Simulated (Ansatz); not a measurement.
Reaction (cleavage of the B–Si bond): `B[SiH](C)OC` + `CN[SiH2][SiH3]` → `BN(C)[SiH2][SiH3]` + `CO[SiH2]C`

Gas-phase electronic energies from Ansatz, PBE0-D4/def2-TZVP geometries. CBS: MP2 limit from def2 TZ/QZ plus the TZ coupled-cluster correction, frozen cores. Functionals use def2-TZVPP. Each species was taken in one conformer, which may not be the lowest.

```tsv
level	ΔE (kJ/mol)
r2SCAN0-D4	-179.8
r2SCAN	-178.8
CCSD/def2-TZVPP	-180.1
HF/CBS(def2)	-170.8
```

(1) What does CCSD(T)/CBS give? (Best estimate.)

Largest T1 diagnostic among the species: 0.013.

## Answers

(1) Ansatz gave: -181.5 kJ/mol. The listed levels differ from it by 1.7, 2.7, 1.4, 10.7 kJ/mol.

In def2-TZVPP, CCSD(T) changes the Hartree–Fock value by −13.0 kJ/mol (the triples alone add −3.5 kJ/mol) and MP2 by −21.0 kJ/mol. At CCSD(T), def2-SVP lies −16.9 kJ/mol from the extrapolated value and def2-TZVPP −2.1 kJ/mol. The D4 term adds −4.2 kJ/mol with B3LYP and −2.0 kJ/mol with PBE0; it sums over pairs of atoms, weighted by their polarisabilities, and B3LYP, whose exchange is more repulsive, gets the larger term.

CCSD(T)/CBS has its own doubt, a few kJ/mol and more with outer-core shells, so smaller differences from it don't rank the levels.

B3LYP here is the variant with VWN-RPA as its local correlation; programs differ in this.
